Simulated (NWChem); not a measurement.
# Total energies of CHCl

```
C
H 1 1.1206
Cl 1 1.6933 2 101.82
```
Charge 0, spin multiplicity 1.

Program: NWChem. Structure: optimised with PBE0/def2-SVP, a minimum by its harmonic frequencies.

Basis set: def2-SVP (37 functions).

```tsv
method	total energy (Ha)
RHF	-497.63831
MP2	-497.88346
B2PLYP	-498.39490
PBE	-498.34591
B3LYP	-498.60277
BLYP	-498.57046
CCSD(T)	-497.92305
```

Total energies of different functionals aren't comparable as a measure of quality: only differences taken within one method are. 

The correlated methods keep 6 core orbitals frozen. B3LYP has NWChem's definition, with VWN1-RPA local correlation. The structure started from a generated list of species. Coupled-cluster values serve here as a point of comparison, not as the truth.
